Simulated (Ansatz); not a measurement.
Abridged output of a molecular run in Ansatz:

```
Functional definition: HF
  name "HF"
  cite "Fock, Z. Phys. 61, 126 (1930) doi:10.1007/BF01340294"
  parent pbe
  exchange = exact_x
  correlation = 0
1127 factors; integrals over basis functions are off by at most 1.2e-3 eV
mean field evaluation 1: about -9349.3503 eV, gradient 4.6e1 eV
mean field evaluation 2: about -9349.3658 eV, gradient 4.6e1 eV
mean field evaluation 4: about -9354.0384 eV, gradient 3.9e0 eV
mean field evaluation 8: about -9354.0896 eV, gradient 1.7e-4 eV
mean field -9354.08957401 eV, -343.7564514152 hartree, gradient 1.0e-6 eV, S^2 0.000000; 0 other end points of the search recorded, 0 dependent functions left out
7 core orbitals not correlated: weight in the atoms' cores, before any rotation towards them, 1.000 or more for the frozen orbitals, at most 0.000 for the correlated occupied ones
reference -9354.08957401 eV, -343.7564514152 hartree; 17, 17 occupied and 79, 79 virtual orbitals, 1127 factors
second order -15.75911625 eV of doubles, -0.00000000 eV of singles
cycle   1  -16.37540081 eV  change   -6.2e-1 eV  update   1.0e-1
cycle   2  -16.78441439 eV  change   -4.1e-1 eV  update   3.3e-2
cycle   3  -16.91830553 eV  change   -1.3e-1 eV  update   2.2e-2
cycle   4  -16.92553778 eV  change   -7.2e-3 eV  update   6.5e-3
cycle   5  -16.92234197 eV  change    3.2e-3 eV  update   3.1e-3
cycle   6  -16.92212028 eV  change    2.2e-4 eV  update   1.1e-3
cycle   7  -16.92186000 eV  change    2.6e-4 eV  update   3.9e-4
cycle   8  -16.92180496 eV  change    5.5e-5 eV  update   1.3e-4
cycle   9  -16.92182603 eV  change   -2.1e-5 eV  update   4.7e-5
cycle  10  -16.92182644 eV  change   -4.1e-7 eV  update   1.8e-5
perturbative correction -0.46943594 eV, -0.0172514528 hartree
Total energy: -9371.48083639 eV, -344.3955685195 hartree
```

Its atoms:

Cartesian coordinates in Å:
```
C -1.0201 0.7579 -1.5525
In 0.2545 -0.0110 -0.0038
C 0.0013 -0.8343 1.9525
O 2.2088 0.0107 -0.4590
H -0.4632 1.4473 -2.1877
H -1.8828 1.2743 -1.1303
H -1.3826 -0.0673 -2.1690
H 0.9849 -1.0201 2.3829
H -0.5521 -1.7736 1.9024
H -0.5521 -0.1471 2.5940
H 2.4033 0.3634 -1.3295
```

Problem. Which basis set was used?
A. def2-TZVPP
B. def2-TZVPPD
C. def2-QZVPP
D. def2-SVP

Solution. D. It gives 103 functions.

Problem. Write the keys of the input that set method, charge and spin (a neutral closed shell needs none for the last two).

Solution. 
```yaml
correlation: {method: ccsd_t}
```
